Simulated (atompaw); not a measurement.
## Building the PAW (atompaw) potential for Ag (Z = 47) (PBE, scalar-relativistic).

- Element: silver (Ag)
- Generator: atompaw 4.2.0.5
- Type: PAW
- Functional: PBE
- Relativity: scalar-relativistic
- Frozen core: [Ar] 3d10
- Valence charge: 19
- Reference configuration: 4s2 4p6 4d10 5s1 5p0
- Partial waves: 4s (bound): rc 1.60 bohr; 5s (bound): rc 2.15 bohr; 4p (bound): rc 1.50 bohr; 5p (bound, empty): rc 1.65 bohr; 4d (bound): rc 2.15 bohr; 4d channel at -0.1 Ry: rc 2.15 bohr
- Local potential: bessel scheme, radius 2.05 bohr
- Core correction: smooth core density matched at 2.00 bohr
- Augmentation charge: gaussian compensation charge, radius 1.90 bohr; PAW radius 2.15 bohr; waves and projectors: custom rrkj vanderbiltortho

Question: Does the generator finish with these settings?

Answer: Yes, a potential is produced.

Question: Estimate the cutoffs (Ry, on a coarse ladder) from which the occupation-weighted sum of valence levels, in a spherical-Bessel basis at the reference potential, stays within 10 and 1 mRy of its value at 400 Ry.

Answer: 40 Ry and 70 Ry.

Question: What does a ghost test show?

Answer: No extra level below or beside the all-electron valence levels (s, p, d, f tested).

Question: Is the overlap operator S = 1 + Σ q|β⟩⟨β| positive definite (Bessel basis up to 400 Ry)?

Answer: Yes: its lowest eigenvalue is 0.10 (p channel).

Question: Which valence shell sets the plane-wave cutoff?

Answer: 4p: its level needs 50 Ry to come within 1 mRy, against 35 Ry for 4s.
